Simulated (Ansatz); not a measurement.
`C[O][Al]([OH])[Cl]` → `[OH][AlH][Cl]` + `C=O`  (β-hydride elimination)

Computed with Ansatz on PBE0-D4/def2-TZVP structures; ΔE is electronic, products minus reactants. CCSD(T)/CBS is the MP2 limit (def2-TZVPP, def2-QZVPP) plus CCSD(T) − MP2 in def2-TZVPP, frozen cores. This one scheme is used for every species. DFT in def2-TZVPP. Each species was taken in one conformer, which may not be the lowest.

CCSD(T)/CBS gives +233.3 kJ/mol.

Problem. Another level gave +231.0 kJ/mol. Which?
A. CAM-B3LYP-D4/def2-TZVPP
B. r2SCANh-D4/def2-TZVPP
C. revPBE-D4/def2-TZVPP
D. ωB97M-V/def2-TZVPP

Solution. D. ωB97M-V 231.0, r2SCANh-D4 243.8, CAM-B3LYP-D4 236.9, revPBE-D4 214.0 kJ/mol.

Largest T1 diagnostic among the species: 0.015.

At CCSD(T), def2-SVP lies −25.6 kJ/mol from the extrapolated value and def2-TZVPP −5.9 kJ/mol. The D4 term adds +11.2 kJ/mol with B3LYP and +6.2 kJ/mol with PBE0; it sums over pairs of atoms, weighted by their polarisabilities, and B3LYP, whose exchange is more repulsive, gets the larger term. From BLYP to BHLYP (50 % exact exchange), in def2-TZVPP and without D4, ΔE moves by +36.7 kJ/mol.

B3LYP here is the variant with VWN-RPA as its local correlation; programs differ in this.
